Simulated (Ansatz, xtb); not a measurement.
A geometry optimisation of CH2ClSn with r2SCAN-D4/def2-SVP

The starting geometry of this gas-phase doublet has its atoms placed at random.

```xyz
5

C     0.8401    0.2192   -0.2954
Cl    0.2769    1.1162    1.5810
Sn   -0.1849   -0.9856    1.0919
H    -1.7531    0.0900   -0.1915
H     0.4688   -0.8610   -0.6551
```

Guess where an optimisation with r2SCAN-D4/def2-SVP ends from this start.

It ends as a structure given below by its coordinates. Contacts that open: Cl2–Sn3 (2.21 → 3.50 Å), Sn3–H5 (1.87 → 2.93 Å). Contacts that close: C1–Cl2 (2.15 → 1.72 Å), Sn3–H4 (2.29 → 1.78 Å).

The energy falls by 5.43 eV over 35 steps:

| step | E − E(last) (eV) |
| --- | --- |
| 1 | 5.430 |
| 5 | 2.179 |
| 9 | 1.945 |
| 12 | 1.901 |
| 16 | 0.533 |
| 20 | 0.298 |
| 24 | 0.284 |
| 27 | 0.187 |
| 31 | 0.010 |
| 35 | 0.000 |

Final geometry (Å):

| atom | x (Å) | y (Å) | z (Å) |
| --- | --- | --- | --- |
| C | 0.5682 | 0.0563 | 0.0413 |
| Cl | 0.3901 | 1.6758 | 0.5900 |
| Sn | -0.8555 | -1.5789 | 0.2549 |
| H | -1.9975 | -0.5112 | 1.1035 |
| H | 1.5426 | -0.0632 | -0.4587 |

From the same start GFN2-xTB ends elsewhere, differing in Cl2–Sn3 (2.76 against 3.50 Å here).

From so rough a start the end depends on the optimiser's path, so another program may land elsewhere. The end wasn't checked by frequencies. Open shells are spin-unrestricted. Atoms past krypton carry core potentials, without spin–orbit terms. Run with Ansatz 0.2.0, 3.7 min on 1 thread of Intel(R) Xeon(R) Platinum 8259CL CPU @ 2.50GHz (Skylake/Cascade Lake), on a shared host.
